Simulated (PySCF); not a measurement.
FH2InO, SMILES [OH][InH][F]. Coordinates come from a B3LYP-D3(BJ)/def2-TZVP optimisation. The def2 effective core potentials stand for the cores of In; spin–orbit coupling is left out. One conformer was computed; it need not be the lowest.

Computed equilibrium geometry at B3LYP-D3(BJ)/def2-TZVP (PySCF confirms it by a frequency run) as Cartesian coordinates in Å, and its point group (one conformer of several):
point group Cs.
```xyz
5

In    -0.3021     0.0169     0.0000
H     -1.9639     0.3020     0.0000
F      0.9929     1.5018     0.0000
O      0.7652    -1.6494     0.0000
H      1.7091    -1.4508     0.0000
```
